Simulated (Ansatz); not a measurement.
# Low-lying states of KF

Calculated in Ansatz's Gaussian-basis code. State-averaged CASSCF with equal weights; occupations are averaged over the states; levels count from the state that is lowest in CASSCF. Small basis; these aren't basis-limit values. Solutions may break the symmetry of the shape. No proof that the lowest CASSCF solution was found. CASSCF levels without dynamic correlation can be off by over 1 eV. The average may hold one member of a degenerate pair alone.

Geometry: bond length 2.1710 Å.

Basis def2-SVP, nonrelativistic, 6 orbitals frozen in the corrections; active space CAS(6,7). Averaged: 2 singlets.

CASSCF levels: singlet 0.00, singlet 4.81 eV.

Q: How does SC-NEVPT2 move them?

A: singlet 0.00, singlet 4.83 eV, in the same order of listing. The lowest state stays.

Geometry: bond length 3.2565 Å. A bond is stretched, to 1.25 times the sum of the covalent radii.

Basis def2-SVP, nonrelativistic, 6 orbitals frozen in the corrections; active space CAS(6,7). Averaged: 2 singlets.

Q: Give the levels in order.

A: 

```json
{"state": "singlet", "CASSCF (eV)": "0.000", "SC-NEVPT2 (eV)": "0.000"}
{"state": "singlet", "CASSCF (eV)": "2.252", "SC-NEVPT2 (eV)": "2.278"}
```

Occupations: 1.98, 1.97, 1.49, 0.51, 0.02, 0.02, 0.01.
